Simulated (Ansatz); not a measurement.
An input meant for the cluster Re₂O₂⁺ (charge 1, doublet; atoms displaced at random, 0.08 Å in each coordinate).

```yaml
crystal:
  periodic: [false, false, false]
  atoms:
    - {symbol: Re, position_ang: [-0.352218, -0.617630, 0.847568]}
    - {symbol: Re, position_ang: [0.941019, 0.268201, -0.583446]}
    - {symbol: O, position_ang: [0.613799, -0.279878, -2.045091]}
    - {symbol: O, position_ang: [-1.204661, 0.543351, 1.811377]}
basis:
  gaussian: {orbitals: def2-TZVP}
total_charge: -2
magnetization: {spin_polarized: true, initial_magnetization: 0}
hamiltonian: {xc: {name: revPBE0}, dispersion: d4}
output: {forces: true}
```

```sh
$ ansatz run in.yaml --threads 4 --pin off --events-out ev --progress --plain --max-ram 3916MiB
```

Output, abridged:

```
Functional definition: revPBE0
1092 factors; their error is unknown
mean field evaluation 1: about -8347.4218 eV, gradient 2.5e1 eV
mean field evaluation 2: about -8325.5891 eV, gradient 7.5e1 eV
mean field evaluation 4: about -8349.8200 eV, gradient 1.5e1 eV
mean field evaluation 8: about -8350.6803 eV, gradient 5.3e-1 eV
mean field evaluation 16: about -8350.7005 eV, gradient 4.1e-3 eV
mean field evaluation 32: about -8350.7005 eV, gradient 4.2e-5 eV
mean field evaluation 64: about -8351.0165 eV, gradient 1.5e-8 eV
mean field evaluation 96: about -8247.3144 eV, gradient 4.9e2 eV
mean field evaluation 128: about -8351.0112 eV, gradient 5.2e-2 eV
mean field evaluation 160: about -8351.0097 eV, gradient 5.5e-2 eV
mean field evaluation 192: about -8351.0123 eV, gradient 4.7e-2 eV
mean field evaluation 224: about -8351.0145 eV, gradient 9.2e-2 eV
mean field -8351.01648343 eV, -306.8941952436 hartree, gradient 1.3e-8 eV, S^2 1.099433; 13 other end points of the search recorded, 0 dependent functions left out
reference -8351.01651456 eV, -306.8941963877 hartree; 24, 24 occupied and 118, 118 virtual orbitals, 1092 factors
Total energy: -8351.45483162 eV, -306.9103042426 hartree
Atom 0 at    -0.352218    -0.617630     0.847568 Å, force    -3.490415    -3.159383     3.651573 eV/Å
Atom 1 at     0.941019     0.268201    -0.583446 Å, force     5.667526     6.065280     4.782646 eV/Å
Atom 2 at     0.613799    -0.279878    -2.045091 Å, force    -1.873484    -3.456642    -8.995735 eV/Å
Atom 3 at    -1.204661     0.543351     1.811377 Å, force    -0.303628     0.550744     0.561516 eV/Å
Dipole moment:     0.017737    -0.019303    -0.242203 e Å
```

Task: What is wrong with this run?

Result: The charge is far from what the species holds (-2 typed, 1 meant). Self-consistency was reached. The result belongs to that input, not to the species as meant. The highest occupied level of an anion often lies above zero with these methods, and sets without diffuse functions describe the outer electron poorly. The unrestricted singlet has broken spin symmetry (⟨S²⟩ up to 1.10).
